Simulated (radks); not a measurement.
Charge is removed step by step from the 4s1/2 level of neutral strontium, starting from [Kr] 5s2. Method: Dirac Kohn-Sham, LDA (Slater exchange, Perdew-Wang correlation), spin-unpolarised, spherical densities, finite nucleus; Fermi nuclear charge, rms radius 4.224 fm; computed with a radial shooting solver on a logarithmic mesh with Libxc functionals.

| removed (e) | E - E(0) (eV) | eigenvalue (eV) | E minus straight line (eV) |
|---|---|---|---|
| 0 | 0.000 | -40.901 | 0.000 |
| 0.125 | 5.205 | -42.381 | -0.678 |
| 0.25 | 10.597 | -43.892 | -1.170 |
| 0.375 | 16.179 | -45.432 | -1.470 |
| 0.5 | 21.956 | -46.998 | -1.577 |
| 0.625 | 27.930 | -48.589 | -1.486 |
| 0.75 | 34.104 | -50.204 | -1.195 |
| 0.875 | 40.482 | -51.841 | -0.700 |
| 1 | 47.065 | -53.499 | 0.000 |

Removing the whole electron costs 47.065 eV by Delta-SCF, against 40.901 eV from minus the eigenvalue at the starting occupation. Slater's transition state (half an electron removed) gives 46.998 eV. Integrating minus the eigenvalue over the occupation (Janak's theorem) gives 47.065 eV. The mean slope of the eigenvalue, de/dn, is 12.6 eV per electron.
